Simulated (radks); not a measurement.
Task: These are the eigenvalues of the occupied orbitals of an atom or ion with whole-number occupations (Ry). Method: non-relativistic Kohn-Sham, PBE, spin-polarised, spherical densities, point nucleus; computed with a radial shooting solver on a logarithmic mesh with Libxc functionals.

orbital  eigenvalue
1s up     -260.8463
1s down   -260.8054
2s up     -28.88665
2s down   -28.85129
2p up     -23.72192
2p down   -23.67051
3s up      -5.38596
3s down    -5.16685
3p up      -4.11455
3p down    -3.90564

Which element is it, and in what charge state? The configuration may be excited. Open shells, if any, are filled with parallel spins first.

Result: Z = 19, potassium, charge +3: K3+ in [Ne] 3s2 3p4. The list shows which subshells hold electrons but not how many an open one holds; the 1s level, -130.42 hartree, gives Z - s = 16.2 by -(Z - s)^2/2, which with screening narrows Z to a few neighbours, and the depths of the outer levels then fix element, charge and occupations together.
